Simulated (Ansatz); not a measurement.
## Ligand exchange: SnH3Br + Cd(CH3)2 → SnH3(CH3) + Cd(CH3)Br

Species: SnH3Br `[Br][SnH3]`, singlet; Cd(CH3)2 (dimethylcadmium), singlet; SnH3(CH3), singlet; Cd(CH3)Br, singlet. The partners trade Br for CH3: Sn–Br and Cd–CH3 bonds give way to Sn–CH3 and Cd–Br.

Shapes, held fixed at every level: PBE0-D4/def2-TZVP. Programs: Ansatz 0.2.0. Electronic energies: no zero-point or thermal term.

| level | kind | ΔE (kJ/mol) | less CCSD(T)/def2-TZVPP |
| --- | --- | --- | --- |
| HF/def2-SVP | Hartree–Fock | -79.2 | -20.7 |
| PBE-D4/def2-TZVPP | GGA | -51.5 | +7.0 |
| PBE0-D4/def2-TZVPP | global hybrid | -57.8 | +0.7 |
| r2SCAN0-D4/def2-TZVPP | global hybrid | -60.9 | -2.4 |
| MP2/def2-SVP | perturbation theory | -59.9 | -1.4 |
| CCSD(T)/def2-SVP | coupled cluster or CI | -62.6 | -4.1 |
| CCSD(T)/def2-TZVPP | coupled cluster or CI | -58.5 | 0.0 |

The highest level, CCSD(T)/def2-TZVPP, gives ΔE = -58.5 kJ/mol; the levels span -79.2 to -51.5. The column of differences is taken from that level and isn't an error. No measured value is set beside it here. For atoms past krypton def2 sets carry core potentials with scalar relativity. Relativity is left out for Br unless named. Correlated rows may include outer-core shells of Br, Cd, Sn, which these sets cover unevenly.
